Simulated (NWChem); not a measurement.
System: CH$_{3}$Zn, doublet; SMILES [Zn][CH3]

All runs: NWChem. Pople sets run with spherical d functions. Spin-unrestricted. In the optimisation the excess spin sits in a1 (C3v, its own frame). Structure relaxed at the PBE0/def2-SVP, spin-unrestricted level. The spin multiplicity was typed, not searched, and may not be the lowest. No stability test was run on the SCF state. Level SCAN/6-31G*: energy and gradient on several grids; changes count from the extra-fine grid, which is no exact limit either.

```csv
grid,size of the energy change (μHa),largest change of a gradient component (μHa/bohr)
xcoarse,2000,3000
coarse,2000,600
medium,4000,600
fine,< 10,300
xfine,< 10,< 30
```
